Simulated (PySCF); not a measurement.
Gas-phase reaction: 2 Ge2H6 + GeO2 = Ge2O2 + 3 GeH4

Energies from PySCF, thermal terms from the rigid-rotor harmonic-oscillator model, ideal gas at 1 bar. † marks an energy on the PBE0/def2-TZVP geometry and frequencies; other levels use their own. CCSD(T) freezes the core. 6-31G* has spherical d functions here. All species are closed-shell singlets. B3LYP is the form with VWN-RPA correlation. Ge: all electrons, no relativistic terms. GeO2, Ge2O2: computed as isolated molecules; such fragments, hydroxides, amides, oligomers or adducts are transient or little studied in the gas. CCSD(T) isn't extrapolated to the basis-set limit; its ΔH°(298 K) is -236.9 kJ in def2-SVP and -226.3 kJ in def2-TZVPP. The harmonic model lacks anharmonicity and excited electronic states, which grow with temperature; levels with a mode under 35 cm⁻¹ are left out. Internal rotation in Ge2H6 is treated as a harmonic vibration of one conformer, which makes the entropy rough. Warning, large T1 diagnostic: GeO2 (CCSD(T)/def2-SVP†).

```tsv
level	ΔE electronic, kJ	ΔH°(298 K), kJ	ΔS°(298 K), J/K	ΔG°(1400 K), kJ
B3LYP/6-31G*	-268	-272	104	-396
BLYP/def2-TZVP†	-236	-241	105	-366
CCSD(T)/def2-SVP†	-232	-237	105	-362
HF/def2-TZVP†	-322	-327	105	-452
M06-2X/def2-TZVP†	-282	-287	105	-412
PBE/def2-SVP	-212	-217	106	-343
PBE0/def2-TZVP	-224	-229	105	-354
r2SCAN/def2-TZVP†	-209	-214	105	-339
ωB97X-V/def2-TZVP†	-244	-249	105	-374
```
ΔH° is lowest at HF/def2-TZVP† and highest at r2SCAN/def2-TZVP†. No reference value is set beside these.
